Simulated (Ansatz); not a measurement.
Mulliken charges of CH2BNS (`S=C1BN1`) from ωB97M-V/def2-TZVPP in Ansatz (PBE0-D4/def2-TZVP geometry).

| atom | x (Å) | y (Å) | z (Å) | charge (e) |
| --- | --- | --- | --- | --- |
| S1 | -0.266 | -1.994 | 1.236 | -0.217 |
| C2 | 0.035 | -0.715 | 0.309 | 0.102 |
| B3 | 0.594 | 0.248 | -0.720 | -0.108 |
| N4 | -0.433 | 0.567 | 0.149 | -0.051 |
| H5 | 1.257 | 0.683 | -1.594 | 0.120 |
| H6 | -1.145 | 1.147 | 0.574 | 0.155 |

By hand: the dipole of these point charges (1 e Å = 4.8032 D).

Σ q r = (-0.007, 0.564, -0.269) e Å, of length 0.625 e Å = 3.00 D.

How does the dipole of the full density compare? (Best estimate.)

The calculation gave: (-0.086, 0.777, -0.295) e Å, 4.01 D; the point charges give 0.75 times that, at 7° from its direction.

Point charges leave out the atoms' own dipoles, such as those of lone pairs, and Mulliken's split depends on the basis, so the two needn't agree.
